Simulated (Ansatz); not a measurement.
`C[NH][Al]([F])[F]` + HCl → `[F][Al]([F])[Cl]` + CH₃NH₂ at 500 K and 1 bar (ligand exchange at the Al–N bond).

Calculated with Ansatz (gas phase, PBE0-D4/def2-TZVP geometries, no zero-point term in ΔE). CCSD(T)/CBS is the MP2 limit (def2-TZVPP, def2-QZVPP) plus CCSD(T) − MP2 in def2-TZVPP, frozen cores. This one scheme is used for every species. One conformer a species, not always the lowest.

| species | CCSD(T)/CBS energy (Eh) | H − E (kJ/mol) | S (J/(mol·K)) |
| --- | --- | --- | --- |
| `C[NH][Al]([F])[F]` | -536.95512 | 199.9 | 396.9 |
| HCl | -460.38127 | 32.5 | 201.9 |
| `[F][Al]([F])[Cl]` | -901.60711 | 46.9 | 335.0 |
| CH₃NH₂ | -95.75281 | 191.8 | 270.3 |

H − E and S are ideal-gas, rigid-rotor, harmonic terms from PBE0-D4/def2-TZVP, for one conformer and one mirror image of each species. 1 Eh = 2625.50 kJ/mol, R = 8.31446 J/(mol·K).

Q: By hand: ΔE, ΔH, ΔS and ΔG.

A: ΔE = (-901.60711) + (-95.75281) − (-536.95512) − (-460.38127) = -0.02353 Eh = -61.8 kJ/mol. Δ(H − E) = 46.9 + 191.8 − 199.9 − 32.5 = 6.3, so ΔH = -55.5 kJ/mol. ΔS = 335.0 + 270.3 − 396.9 − 201.9 = 6.5 J/(mol·K). ΔG = -55.5 − 500 × (6.5)/1000 = -58.8 kJ/mol.

Q: By hand: the equilibrium constant, and the temperature at which ΔG would vanish if ΔH and ΔS stayed fixed.

A: log₁₀ K = −ΔG/(RT ln 10) = 6.1. ΔH and −TΔS have one sign here, so there is no such temperature.

The number of gas molecules stays the same, so ΔS is small and ΔH decides. A doubt of 5 kJ/mol in ΔE shifts log₁₀ K by 0.5 here. Other conformers and mirror images would add mixing entropy, several J/(mol·K) or more a flexible species. These are equilibria of isolated gas molecules and say nothing of rates. Largest T1 diagnostic: 0.012 (customary marks: 0.02 for closed shells, 0.045 for open ones).

ΔS is within the doubt of such terms, so its sign, and with it that verdict, could turn.
